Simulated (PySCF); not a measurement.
Compound: C5H7N2O (doublet state).
Z-matrix (Å and degrees, GFN2-xTB geometry), rows numbered from 1:
```
C 
C   1  1.4834
C   2  1.4840  1  119.60
C   2  1.3827  1  119.61  3  -179.97
N   4  1.3374  2  127.38  1     0.03
C   5  1.3352  4  103.13  2   179.96
N   6  1.3093  5  114.64  4     0.02
O   7  1.3585  6  105.09  5    -0.02
H   1  1.0912  2  110.34  3    59.10
H   1  1.0911  2  110.30  3   -58.82
H   1  1.0854  2  110.36  3  -179.85
H   3  1.0914  2  110.24  1   -58.55
H   3  1.0860  2  111.18  1  -179.74
H   3  1.0914  2  110.20  1    59.16
H   6  1.0710  5  123.33  4  -179.97
```

The hyperfine couplings belong to this conformer and change with its torsions.

As a line formula: `C[C](C)c1ncno1` [radical].

Method used: UKS B3LYP, pcH-1 on C H N O, non-relativistic, mean-field spin-orbit, GIAO (PySCF 2.14.0). Isolated species at its GFN2-xTB geometry (one conformer only). The geometry wasn't refined by DFT: couplings that depend on bond lengths, twists or pyramidal angles can differ widely from those at the functional's own minimum. Stability of the SCF solution: not tested.

The largest Mulliken spin populations are on C2 (+0.67), N5 (+0.24), N7 (+0.22) and C4 (-0.14). Three atoms exceed +0.15. The positive populations add up to 1.35 and the negative ones to -0.35, together 2S = 1. The angles at C2 add up to 360.0°, so it is planar.

Q: Find Q in a(H) = Q·ρ(C) for the protons on the planar carbons that carry spin.

A: 
```tsv
H	C	ρ(C)	a(H) (G)	a/ρ (G)
H15	C6	-0.107	+1.68	-15.7
```

One proton gives one ratio, Q = -15.7 G, and no test of linearity. In every row coupling and population have opposite signs. Where ρ is negative the coupling is positive.

Q: List the C–H protons on four-coordinate carbons next to a three-coordinate spin centre, with their couplings and θ (C–H bond against the normal to the plane of the centre's neighbours, projected along the bond that joins the two).

A: 
```json
{"β H": "H9", "on": "C1", "centre": "C2", "θ (°)": "31", "cos²θ": "0.74", "a (G)": "+25.66"}
{"β H": "H10", "on": "C1", "centre": "C2", "θ (°)": "31", "cos²θ": "0.73", "a (G)": "+25.53"}
{"β H": "H11", "on": "C1", "centre": "C2", "θ (°)": "90", "cos²θ": "0.00", "a (G)": "+0.72"}
{"β H": "H12", "on": "C3", "centre": "C2", "θ (°)": "31", "cos²θ": "0.73", "a (G)": "+26.13"}
{"β H": "H13", "on": "C3", "centre": "C2", "θ (°)": "90", "cos²θ": "0.00", "a (G)": "+0.69"}
{"β H": "H14", "on": "C3", "centre": "C2", "θ (°)": "31", "cos²θ": "0.74", "a (G)": "+26.43"}
```

Fitting the Heller–McConnell form a = ρ(B0 + B2 cos²θ), with Mulliken ρ = 0.67, gives B0 = 1.0 G and B2 = 51.3 G; with only two distinct angles the two parameters are fixed exactly. By this fit the coupling would be 35.1 G at θ = 0° and 0.7 G at 90°.

Q: What would the freely rotating methyl group on C1 show?

A: Three equal couplings, a 1:3:3:1 quartet. The mean of the three values of this geometry estimates the splitting: 17.3 G, or 48.5 MHz (three bonds 120° apart have a mean cos²θ of 1/2 at any torsion).

Couplings in gauss use g_iso = 2.0036.
